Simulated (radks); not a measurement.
Results of a calculation; reference values are marked as such.
Coulomb parameter of the 5d shell of neutral platinum in the model configuration [Xe] 4f14 5d9 6s1, as a second difference U = [E(n + 0.5) + E(n - 0.5) - 2 E(n)] / (0.5)^2 with all orbitals relaxed. "Bare": the charge of the atom changes with n. "Screened": the 6s shell takes up the change at fixed total charge, which measures U(5d,5d) + U(6s,6s) - 2 U(5d,6s). Level of theory: Dirac Kohn-Sham, PBEsol, spin-unpolarised, spherical densities, finite nucleus; open shells are shared between the two j in proportion to 2j + 1; Fermi nuclear charge, rms radius 5.427 fm (a radial shooting solver on a logarithmic mesh with Libxc functionals).

| case | configuration | E - E(n) (eV) |
|---|---|---|
| start | [Xe] 4f14 5d9 6s1 | 0.000 |
| bare +0.5 | [Xe] 4f14 5d9.5 6s1 | -1.985 |
| bare -0.5 | [Xe] 4f14 5d8.5 6s1 | 4.319 |
| screened +0.5 | [Xe] 4f14 5d9.5 6s0.5 | -0.131 |
| screened -0.5 | [Xe] 4f14 5d8.5 6s1.5 | 0.375 |

U(bare) = 9.337 eV, U(screened by 6s) = 0.973 eV. The step up makes a negative ion, whose loosely bound charge lowers the bare value.
